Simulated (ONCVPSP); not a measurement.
Reading a pseudo-wave (iron)

Columns: radius, all-electron u(r) and pseudo u(r) of the 3d shell (level -5.51 eV) of iron in the configuration [Ne] 3s2 3p6 3d6.5 4s1.5; PBEsol, scalar-relativistic, ONCV scheme, ONCVPSP 4.0.1.

```
r (bohr)  all-electron  pseudo
   0.090        0.0531  0.0060
   0.180        0.2266  0.0454
   0.270        0.4367  0.1392
   0.360        0.6208  0.2892
   0.450        0.7566  0.4776
   0.540        0.8430  0.6731
   0.630        0.8871  0.8423
   0.720        0.8991  0.9597
   0.810        0.8884  1.0138
   0.900        0.8631  1.0093
   0.990        0.8288  0.9612
   1.080        0.7894  0.8893
   1.170        0.7478  0.8116
   1.260        0.7056  0.7396
   1.350        0.6640  0.6786
   1.440        0.6237  0.6284
   1.530        0.5853  0.5861
   1.620        0.5488  0.5488
   1.710        0.5144  0.5144
   1.800        0.4821  0.4821
   1.890        0.4519  0.4519
   1.980        0.4237  0.4237
   2.070        0.3973  0.3973
   2.160        0.3727  0.3727
   2.250        0.3498  0.3498
   2.340        0.3283  0.3283
```

(1) How many radial nodes do the two functions have?

(2) At about which radius was the pseudo-wave matched?

(3) Where does each function peak?

(4) Is the pseudo-wave norm-conserving?

Results:

(1) The all-electron 3d function has n − l − 1 = 0; the pseudo-wave has 0.

(2) 1.70 bohr, where the columns begin to agree (steps of 0.09 bohr).

(3) Outermost all-electron maximum near 0.72 bohr, pseudo maximum near 0.81 bohr (to the table’s step).

(4) Yes: the ONCV scheme keeps the norm inside the radius equal to the all-electron one, which fixes the energy derivative of the logarithmic derivative at the level.
